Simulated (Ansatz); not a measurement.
Process, species as SMILES: CCCC(C)=O -> CCC[C]=O + [CH3] (CH3) (the C-C bond at the site shown breaks; other sites are not compared here)
Structures are relaxed separately at B3LYP-D3(BJ)/def2-TZVP in Ansatz (a quantum-chemistry and plane-wave program), one conformer each, not searched for the lowest.

Quantity: bond dissociation energy (electronic energy difference), in eV. Valence correlation only, unless marked. Open shells are spin-unrestricted. No spin-orbit coupling. No relativistic terms. CBS marks a two-point X^-3 extrapolation of the correlation energy; Hartree-Fock from the larger set. The bracket is a focal-point correction in the basis named.

```
level                      program  bond dissociation energy (eV)
------------------  --------------  -----------------------------
BLYP-D4/def2-TZVPD  Ansatz + dftd4                           3.59
```

Question: Estimate the value at RI-MP2/CBS(cc-pVTZ,cc-pVQZ)+[CCSD(T)-MP2]/cc-pVTZ as computed with Ansatz.

Answer: 3.89 eV, so BLYP-D4/def2-TZVPD differs from it by -0.30 eV.
